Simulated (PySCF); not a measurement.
Tl2 at several levels of theory

Computed with PySCF 2.14.0 (density fitting, no spin-orbit coupling) at the geometry relaxed with B3LYP:

```xyz
2
Tl2 (triplet)
Tl    0.0000    0.0000    1.6019
Tl    0.0000    0.0000   -1.6019
```

```tsv
level	basis	state	HOMO (eV)	gap (eV)	charge on Tl1 (e)	dipole about the centre of mass (D)	largest force component (eV/Å)
B3LYP	Tl def2-SVP with ECP60	triplet	-3.58	1.01	0.00	0.00	0.01
B3LYP	Tl def2-TZVP with ECP60	triplet	-3.59	1.02	0.00	0.00	0.05
B3LYP	Tl x2c-SVPall	triplet	-3.57	1.02	0.00	0.00	0.06
```

HOMO and gap are taken over both spins. Charges are Mulliken's, which hang on the basis. The relaxation used the grid (50, 194), these runs (75, 302) or, all-electron (x2c bases, spin-free X2C Hamiltonian), (99, 590).

**Question.** Order these levels, in the first row's basis, by the HOMO–LUMO gap they give here, smallest first.
A. PBE
B. CAM-B3LYP
C. TPSS
D. r2SCAN

**Answer.** A (0.09 eV), C (0.20 eV), D (0.48 eV), B (3.04 eV).

**Question.** And their other results?

**Answer.** 
| level | state | HOMO (eV) | gap (eV) | charge on Tl1 (e) | dipole about the centre of mass (D) | largest force component (eV/Å) |
| --- | --- | --- | --- | --- | --- | --- |
| TPSS | triplet | -3.11 | 0.20 | 0.00 | 0.00 | 0.07 |
| CAM-B3LYP | triplet | -4.52 | 3.04 | 0.00 | 0.00 | 0.21 |
| PBE | triplet | -3.15 | 0.09 | 0.00 | 0.00 | 0.01 |
| r2SCAN | triplet | -3.38 | 0.48 | 0.00 | 0.00 | 0.14 |

Open shells may have lower solutions than the one found.

A gap near or under zero over both spins lies within a partly filled shell and is no excitation energy.
